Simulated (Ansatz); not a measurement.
System: SbCl$_{2}$, net charge 1, singlet state. It need not be the lowest isomer of its formula. 
Coordinates optimised at B3LYP-D3(BJ)/def2-TZVP (Ansatz, a first-principles code):
SMILES: [Cl][Sb+][Cl]
```xyz
3

Sb     0.3695    -0.0286     0.4497
Cl     0.7858     0.3236    -1.7580
Cl    -1.8945    -0.2379     0.4089
```
Charge +1, spin multiplicity 1.

Parts of the frozen-core correlation energy in def2-TZVPPD (Ansatz, hartree). Frozen orbitals: 19; correlated occupied orbitals by spin: 9 and 9; virtual: 130 and 130. No spin-orbit coupling. In def2 rows, elements after Kr have scalar-relativistic effective core potentials.

```
term                             value
-------------------------  -----------
reference (HF)             -1158.06905
MP2 opposite-spin             -0.35364
MP2 same-spin                      [?]
CCSD correlation                   [?]
(T)                                [?]
T1 diagnostic                    0.018
largest doubles amplitude        0.047
```

Some entries are withheld; supply them.


- MP2 same-spin, value: -0.11817
- CCSD correlation, value: -0.50741
- (T), value: -0.02599
